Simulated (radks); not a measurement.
Ionisation of neutral samarium, [Xe] 4f6 6s2, to [Xe] 4f6 6s1 as the strength of local exchange is varied. Method: scalar-relativistic Kohn-Sham, Slater X-alpha exchange (alpha = 2/3 is LDA exchange), no correlation, spin-unpolarised, spherical densities, finite nucleus; Fermi nuclear charge, rms radius 5.0819 fm; computed with a radial shooting solver on a logarithmic mesh with Libxc functionals.

[
 {"alpha": "0.667", "E(Sm) (hartree)": "-10413.3150", "exchange (hartree)": "-221.9192", "IE (eV)": "5.304", "-e of the level emptied (eV)": "2.923 (6s)", "<r> of it (bohr)": "4.387"},
 {"alpha": "0.668", "E(Sm) (hartree)": "-10413.6489", "exchange (hartree)": "-222.2594", "IE (eV)": "5.309", "-e of the level emptied (eV)": "2.927 (6s)", "<r> of it (bohr)": "4.386"},
 {"alpha": "0.675", "E(Sm) (hartree)": "-10415.9865", "exchange (hartree)": "-224.6419", "IE (eV)": "5.340", "-e of the level emptied (eV)": "2.955 (6s)", "<r> of it (bohr)": "4.377"},
 {"alpha": "0.677", "E(Sm) (hartree)": "-10416.6545", "exchange (hartree)": "-225.3227", "IE (eV)": "5.349", "-e of the level emptied (eV)": "2.963 (6s)", "<r> of it (bohr)": "4.375"},
 {"alpha": "0.74", "E(Sm) (hartree)": "-10437.7189", "exchange (hartree)": "-246.8149", "IE (eV)": "5.636", "-e of the level emptied (eV)": "3.223 (6s)", "<r> of it (bohr)": "4.300"},
 {"alpha": "0.777", "E(Sm) (hartree)": "-10450.1110", "exchange (hartree)": "-259.4772", "IE (eV)": "5.810", "-e of the level emptied (eV)": "3.382 (6s)", "<r> of it (bohr)": "4.257"}
]

NIST Atomic Spectra Database: 5.644 eV (measured). The Delta-SCF value meets it near alpha = 0.74. Spin polarisation and multiplet splitting are left out, so open shells lie too high by an amount that depends on their filling. Spin-orbit splitting is averaged out at the scalar-relativistic level.

Beside tabulated values, note that spin-unpolarised runs miss the spin-polarisation part of the exchange energy of open shells.
